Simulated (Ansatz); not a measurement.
Species: C7H7F3Si, SMILES `FC(F)(c1ccc(cc1)[SiH3])F` (charge 0, multiplicity 1), formula C7H7F3Si.

Q: How many basis functions does frozen-core CCSD(T)/cc-pVDZ // B3LYP-D3(BJ)/def2-SVP (Ansatz, a quantum-chemistry and plane-wave program) use, how many core orbitals are frozen, and how many electrons are correlated?

A: 193 basis functions and 15 frozen orbitals, which leaves 60 correlated electrons. Core time is of the order of minutes.
